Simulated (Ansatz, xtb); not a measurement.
## Isomers of C4H2FN3 in order of energy

5 gas-phase structures of C4H2FN3, from a drawn sample of its isomers (lower ones may exist). Each was relaxed with GFN2-xTB:

A. `N#Cc1ncc(F)[nH]1`, a singlet
B. `N#Cc1c[nH]c(F)n1`, a singlet
C. `N#Cc1cn[nH]c1F`, a singlet
D. `N#Cc1cc(F)[nH]n1`, a singlet
E. `C#Cc1n[nH]c(F)n1`, a singlet

Q: Make a reasoned guess at their ranking by r2SCAN-D4/def2-SVP single-point energy.

A: Calculated order at r2SCAN-D4/def2-SVP: B (0.000), A (0.289), C (0.644), D (0.705), E (1.843) eV.

Energies above the lowest of each column, in eV; the last columns are at B3LYP-D3(BJ)/def2-SVP geometries and were run for some of them only (a dash: not run or not comparable):

```json
{"structure": "B", "GFN2-xTB": "0.000", "HF/STO-3G": "0.000", "r2SCAN-D4/def2-SVP": "0.000", "B3LYP-D3(BJ)/def2-SVP": "0.000", "CCSD(T)/def2-SVP + ΔMP2/def2-TZVPP": "0.000"}
{"structure": "A", "GFN2-xTB": "0.143", "HF/STO-3G": "0.196", "r2SCAN-D4/def2-SVP": "0.289", "B3LYP-D3(BJ)/def2-SVP": "0.279", "CCSD(T)/def2-SVP + ΔMP2/def2-TZVPP": "0.319"}
{"structure": "C", "GFN2-xTB": "0.601", "HF/STO-3G": "0.374", "r2SCAN-D4/def2-SVP": "0.644", "B3LYP-D3(BJ)/def2-SVP": "0.632", "CCSD(T)/def2-SVP + ΔMP2/def2-TZVPP": "0.651"}
{"structure": "D", "GFN2-xTB": "0.635", "HF/STO-3G": "0.459", "r2SCAN-D4/def2-SVP": "0.705", "B3LYP-D3(BJ)/def2-SVP": "0.694", "CCSD(T)/def2-SVP + ΔMP2/def2-TZVPP": "–"}
{"structure": "E", "GFN2-xTB": "1.102", "HF/STO-3G": "2.105", "r2SCAN-D4/def2-SVP": "1.843", "B3LYP-D3(BJ)/def2-SVP": "–", "CCSD(T)/def2-SVP + ΔMP2/def2-TZVPP": "–"}
```

Every level run on B puts it lowest or level with the lowest. Frequencies (GFN2-xTB) were run for A, B, C alone. ΔMP2 is the change of the MP2 energy from the smaller to the larger basis.

Over these structures GFN2-xTB departs from r2SCAN-D4/def2-SVP by 0.216 eV on average once a common shift is removed. A GFN2-xTB relaxation took about 0.13 s and the r2SCAN-D4/def2-SVP energy about 2.6 s on a shared host (Ansatz 0.2.0, xtb 6.7.1).
